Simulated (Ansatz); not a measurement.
Cost and result up the ladder for the cluster Cu4Te2 (6 atoms). The state is a singlet with charge 0. Geometry: PBE-D4/def2-SVP.

Cartesian coordinates in Å:
```
Cu 0.4462 2.0191 0.6359
Cu -1.0255 0.1224 0.8041
Cu -0.5105 -1.2317 -1.1032
Cu 1.2979 -0.1528 0.0385
Te 0.1537 -2.1079 1.2308
Te -0.3617 1.3509 -1.6060
```

Ansatz on 4 threads of Arm Neoverse V2 on a shared host. Times are rough, and most runs start from the orbitals of an earlier one. CAM-B3LYP-D4/def2-TZVP serves as the yardstick here, not as an exact answer. Differences are given only for rows in sets of like size (and for xTB, whose basis is part of the method), since another set adds its own error. Binding counts from free atoms at the same level (Cu doublet, Te triplet; other spins of the atoms weren't run), without zero-point energy or a counterpoise term.

In the def2 sets Te takes a core potential; there is no spin–orbit coupling. Correlated methods freeze 44 core orbitals; core or outer-core shells of Te are correlated, in sets that lack core-valence functions. Another isomer (singlet) lies 0.05 eV lower at PBE0-D4/def2-TZVP; other spin states weren't run for this one.

Correlated methods converge slowly with the basis.

```tsv
level	functions	wall time	binding energy per atom (eV)	difference from CAM-B3LYP-D4/def2-TZVP (eV)	remarks
LDA (SPW92)/def2-TZVP	280	4.9 s	2.84	0.82	–
PBE-D4/def2-SVP	176	6 s	2.73	–	–
PBE-D4/def2-TZVP	280	10 s	2.35	0.33	–
PBE0-D4/def2-SVP	176	11 s	2.45	–	–
PBE-D4/def2-TZVPD	310	13 s	2.36	0.33	–
r2SCAN-D4/def2-TZVP	280	22 s	2.35	0.33	–
CAM-B3LYP-D4/def2-TZVP	280	24 s	2.03	0.00	–
MP2/def2-TZVP	280	24 s	2.17	0.14	–
PBE0-D4/def2-TZVP (with forces)	280	26 s	2.16	0.14	–
PBE0-D4/def2-TZVPD	310	27 s	2.17	0.14	–
RPA@PBE/def2-TZVP	280	31 s	1.85	-0.18	–
PBE-QIDH/def2-TZVP	280	35 s	2.14	0.11	test for broken spin undecided
PBE-QIDH/def2-TZVPD	310	45 s	2.14	0.12	test for broken spin undecided
```
